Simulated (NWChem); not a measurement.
Molecule: CoBrF, quartet; SMILES [F][Co][Br]

This build's default masses of Se (78.918 u) and Br (79.917 u) are each other's, which moves their modes by up to 0.6 %. This spin state was assumed; another may lie lower.

Task: Give the equilibrium geometry at PBE0/def2-SVP, spin-unrestricted (NWChem) as an XYZ file, with the point group.

Result: point group C*v; any orientation.
```
3

Co     0.0000     0.0000     0.8569
F      0.0000     0.0000     2.5655
Br     0.0000     0.0000    -1.3966
```
